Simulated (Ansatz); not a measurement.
Input file for Ansatz (a first-principles code): U-CCSD(T)/def2-TZVPP on ClGeH (SMILES [Cl][GeH]), a point of a bond scan (R = 3.693 Å). The run froze 19 orbitals, filled d shells among them.

Ansatz 0.2 input:
```yaml
crystal:
  periodic: [false, false, false]
  atoms:
    - {symbol: Ge, position_ang: [0.52862057, -0.16248943, 0.50490017]}
    - {symbol: H, position_ang: [3.03960684, -0.67042953, -2.15499507]}
    - {symbol: Cl, position_ang: [-1.09036542, 0.32841146, -0.91207233]}
basis:
  gaussian:
    orbitals: def2-TZVPP
correlation: {method: ccsd_t, electrons: outside_noble_gas}
scf: {omitted_lower_state_checks: [cluster_reference]}
magnetization: {spin_polarized: true, initial_magnetization: 0}
```

It printed:

```
WARN ansatz: RAYON_NUM_THREADS=1 ignored (pool sized by the plan → 1); use --threads N
Functional definition: HF
these checks for a lower state are left out or cut short: cluster_reference
integrals: 0.19 GiB planned
639 factors; integrals over basis functions are off by at most 7.3e-4 eV
mean field: 0.32 GiB planned
mean field evaluation 1: about -68986.3068 eV, gradient 1.4e1 eV
mean field evaluation 2: about -68986.3084 eV, gradient 1.4e1 eV
mean field evaluation 4: about -68989.1249 eV, gradient 2.3e0 eV
mean field evaluation 8: about -68989.1828 eV, gradient 2.4e-3 eV
mean field evaluation 16: about -68991.2205 eV, gradient 3.0e0 eV
mean field evaluation 32: about -68991.6408 eV, gradient 1.6e0 eV
mean field evaluation 64: about -68991.7030 eV, gradient 4.9e-4 eV
mean field evaluation 96: about -68991.7131 eV, gradient 1.1e-1 eV
mean field evaluation 128: about -68991.7030 eV, gradient 2.4e-6 eV
mean field evaluation 160: about -68989.1828 eV, gradient 1.3e-2 eV
mean field -68991.72159921 eV, -2535.3990045025 hartree, gradient 7.3e-9 eV, S^2 0.997001; 14 other end points of the search recorded, 0 dependent functions left out
19 core orbitals not correlated
reference -68991.72159921 eV, -2535.3990045025 hartree; 6, 6 occupied and 79, 79 virtual orbitals, 639 factors
second order -6.98978901 eV of doubles, -0.00000000 eV of singles
coupled cluster: 0.37 GiB planned
cycle   1  -7.48042036 eV  change   -4.9e-1 eV  update   7.1e-2
cycle   2  -7.69960463 eV  change   -2.2e-1 eV  update   2.6e-2
cycle   3  -7.75130242 eV  change   -5.2e-2 eV  update   1.5e-2
cycle   4  -7.74615331 eV  change    5.1e-3 eV  update   5.6e-3
cycle   5  -7.74640909 eV  change   -2.6e-4 eV  update   3.1e-3
cycle   6  -7.74743042 eV  change   -1.0e-3 eV  update   2.3e-3
cycle   7  -7.74770838 eV  change   -2.8e-4 eV  update   1.9e-3
cycle   8  -7.74856282 eV  change   -8.5e-4 eV  update   1.6e-3
cycle   9  -7.74969813 eV  change   -1.1e-3 eV  update   1.3e-3
cycle  10  -7.75018030 eV  change   -4.8e-4 eV  update   7.2e-4
cycle  11  -7.75069630 eV  change   -5.2e-4 eV  update   3.9e-4
cycle  12  -7.75058521 eV  change    1.1e-4 eV  update   1.8e-4
cycle  13  -7.75055873 eV  change    2.6e-5 eV  update   7.2e-5
cycle  14  -7.75050322 eV  change    5.6e-5 eV  update   4.0e-5
cycle  15  -7.75049675 eV  change    6.5e-6 eV  update   2.4e-5
cycle  16  -7.75050408 eV  change   -7.3e-6 eV  update   1.4e-5
coupled cluster: 0.37 GiB planned
perturbative correction -0.34765724 eV, -0.0127761679 hartree
Total energy: -68999.81976053 eV, -2535.6966064417 hartree
Checks for a lower state left out: cluster_reference
```

Self-consistency was reached. Its determinant has ⟨S²⟩ = 1.00, a mixture of spin states.

Cost: roughly 22 core-seconds.
